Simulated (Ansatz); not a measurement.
Reaction (ligand exchange at the Si–O bond): `CO[SiH](N)Cl` + `N[SiH](F)S` → `N[Si@H](F)S[Si@@H](N)Cl` + CH₃OH

Isolated molecules relaxed with PBE0-D4/def2-TZVP in Ansatz; ΔE leaves out vibrations. CCSD(T)/CBS is the MP2 limit (def2-TZVPP, def2-QZVPP) plus CCSD(T) − MP2 in def2-TZVPP, frozen cores. This one scheme is used for every species. Functionals use def2-TZVPP. One conformer a species, not always the lowest.

```csv
level,ΔE (kJ/mol)
PBE-D4,32.1
B2PLYP,54.0
SCS-MP2/def2-TZVPP,50.6
SCS-MP2/def2-QZVPP,48.7
```

Question: What does CCSD(T)/CBS give? (Best estimate.)

Answer: Ansatz gave: +45.0 kJ/mol. The listed levels differ from it by -12.9, 9.0, 5.6, 3.7 kJ/mol.

Largest T1 diagnostic among the species: 0.011.

The D4 term adds −12.5 kJ/mol with B3LYP and −7.2 kJ/mol with PBE0; it sums over pairs of atoms, weighted by their polarisabilities, and B3LYP, whose exchange is more repulsive, gets the larger term. In def2-TZVPP, CCSD(T) changes the Hartree–Fock value by −17.0 kJ/mol (the triples alone add −3.7 kJ/mol) and MP2 by −21.5 kJ/mol.

B3LYP here is the variant with VWN-RPA as its local correlation; programs differ in this.
